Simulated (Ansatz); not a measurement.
MnBr2. The state is a sextet with charge 0. Geometry r2SCAN-D4/def2-TZVP; atoms count from 1.

```tsv
atom	x (Å)	y (Å)	z (Å)
Mn1	0.002	0.000	-0.001
Br2	-1.340	-1.007	-1.600
Br3	1.338	1.007	1.601
```

The structure comes from a short search, and lower isomers may exist.

Question: Estimate the Mulliken populations from the PBE0/def2-TZVP orbitals of Ansatz.

Answer: 
```
atom  charge (e)  spin (α − β)  d electrons
 Mn1        0.80          4.95         5.31
 Br2       -0.40          0.02            –
 Br3       -0.40          0.02            –
```
Mulliken values depend strongly on the basis.

Question: Where does the spin sit?

Answer: Summed by element: Mn 4.95, Br 0.05, of 5 unpaired in all. Largest on single atoms: Mn1 4.95, Br2 0.02, Br3 0.02.

Question: And the Mayer bond orders between heavy atoms (over 0.3)?

Answer: Mn1–Br2 1.01 (2.32 Å); Mn1–Br3 1.01 (2.32 Å).
